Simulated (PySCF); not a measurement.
# Structure revision by computed shifts

A compound C9H11N gives the data below (simulated from a calculation) and was assigned the structure `c1cc(C2CCC2)ccn1`.

$^{13}$C{$^{1}$H} NMR (computed): δ 169.8 (C), 155.9 (CH), 141.2 (CH), 127.0 (CH), 126.0 (CH), 45.1 (CH), 31.7 (CH2, 2C), 19.7 (CH2).

$^{1}$H NMR (400 MHz, computed): δ 8.81 (d, 1H), 7.58 (m, 1H), 7.05 (m, 1H), 7.05 (d, 1H), 3.11 (m, 1H), 2.68 (m, 2H), 2.02 (m, 2H), 1.92 (m, 1H), 1.79 (m, 1H).

- PBE0-D3(BJ)/def2-SVP geometry
- σ from GIAO-PBE0/pcSseg-1
- run in PySCF
- relativity neglected, equivalent nuclei averaged, one conformer, gas phase

Chemical shifts δ = σref − σ; $^{1}$H (σref 31.27) and $^{13}$C (σref 184.41) against TMS, all at this level.

Question: Compare with the shifts computed for the proposed structure, pairing carbons in order of shift.

Answer: Atoms are numbered as in `[cH:1]1[cH:2][c:3]([CH:4]2[CH2:5][CH2:6][CH2:7]2)[cH:8][cH:9][n:10]1`; H(Xn) means a hydrogen on atom n.

| atom | computed for proposal | given list | difference |
| --- | --- | --- | --- |
| C3 | 158.6 | 169.8 | -11.2 |
| C1 | 155.7 | 155.9 | -0.2 |
| C9 | 155.7 | 141.2 | +14.5 |
| C2 | 127.3 | 127.0 | +0.3 |
| C8 | 127.3 | 126.0 | +1.3 |
| C4 | 43.1 | 45.1 | -2.0 |
| C5 | 33.6 | 31.7 | +1.9 |
| C7 | 33.6 | 31.7 | +1.9 |
| C6 | 19.4 | 19.7 | -0.3 |

The rms difference is 6.3 ppm and the largest +14.5 ppm at C9 (aromatic CH next to a ring nitrogen). The proposal also would give 6 carbon signals, not 8. The proposal doesn't fit.

Question: Which isomer fits?

Answer: `c1ccc(C2CCC2)nc1`.

1. Carbon types of the structure: 1 × C, 5 × CH, 3 × CH2, which accounts for all hydrogens.
2. δC 169.8: substituted aromatic carbon next to a ring nitrogen.
3. δC 155.9: aromatic CH next to a ring nitrogen; the adjacent pyridine-type nitrogen withdraws density from it.
4. δC 141.2, 127.0, 126.0: aromatic CH.
5. δH 8.81: hydrogen on an aromatic CH next to a ring nitrogen; ring current plus the neighbouring ring nitrogen.

Other isomers checked: c1ccc2c(c1)CCCN2 (rms 26.4 ppm).

The shifts were computed for this structure.

Shifts are as computed. Against solution values, carbons near 30 ppm lie about +2 ppm off and those near 130 ppm about +5 ppm. Of 1211 compounds with measured shifts, 218 miss one by over three times the rms of a fit or turn the order of signals round; such compounds aren't used in these exercises. No couplings were computed; multiplicities are counted from neighbouring protons, with m where these are inequivalent, close in shift, in a saturated or five-membered ring or joined by F or P, and br s for small geminal =CH2 splittings.
